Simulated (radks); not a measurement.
The numbers below are computed, except where a source is named.
Neutral barium, 56 electrons, occupied as [Xe] 6s2.

Code: a radial shooting solver on a logarithmic mesh with Libxc functionals. Model: Dirac Kohn-Sham, PBE, spin-unpolarised, spherical densities, finite nucleus; Fermi nuclear charge, rms radius 4.8378 fm.

Energy parts (hartree):
total: -8138.9916
kinetic: 8687.7581
electron-nucleus: -19793.2700
Hartree: 3164.7164
exchange-correlation: -198.1961

Orbitals (lengths in bohr, moments of r in powers of bohr):
1s1/2: occ. 2; eigenvalue (hartree) -1368.032; <r^2> 0.0008885
2s1/2: occ. 2; eigenvalue (hartree) -216.1509; <r^2> 0.01415
2p1/2: occ. 2; eigenvalue (hartree) -203.6142; <r^2> 0.01041
2p3/2: occ. 4; eigenvalue (hartree) -189.5858; <r^2> 0.01168
3s1/2: occ. 2; eigenvalue (hartree) -45.62724; <r^2> 0.09732
3p1/2: occ. 2; eigenvalue (hartree) -40.36428; <r^2> 0.09212
3p3/2: occ. 4; eigenvalue (hartree) -37.65269; <r^2> 0.09986
3d3/2: occ. 4; eigenvalue (hartree) -28.41808; <r^2> 0.08261
3d5/2: occ. 6; eigenvalue (hartree) -27.84008; <r^2> 0.08482
4s1/2: occ. 2; eigenvalue (hartree) -8.95202; <r^2> 0.5127
4p1/2: occ. 2; eigenvalue (hartree) -7.03875; <r^2> 0.5527
4p3/2: occ. 4; eigenvalue (hartree) -6.47365; <r^2> 0.5964
4d3/2: occ. 4; eigenvalue (hartree) -3.34881; <r^2> 0.7340
4d5/2: occ. 6; eigenvalue (hartree) -3.25276; <r^2> 0.7524
5s1/2: occ. 2; eigenvalue (hartree) -1.23586; <r^2> 3.022
5p1/2: occ. 2; eigenvalue (hartree) -0.74107; <r^2> 3.939
5p3/2: occ. 4; eigenvalue (hartree) -0.66496; <r^2> 4.312
6s1/2: occ. 2; eigenvalue (hartree) -0.11867; <r^2> 25.96

The highest occupied level is 6s1/2 at -3.229 eV. Summed over all electrons, <r^2> = 96.78 bohr^2, which gives a Langevin (diamagnetic) susceptibility term of -76.6 x 10^-6 cm^3/mol. For comparison, the ionisation energy in NIST's Atomic Spectra Database is 5.212 eV (measured). In exact Kohn-Sham theory the highest level is minus the ionisation energy, but local and semilocal functionals leave it too shallow, through self-interaction and a potential that decays too fast; potentials with the right tail come closer.
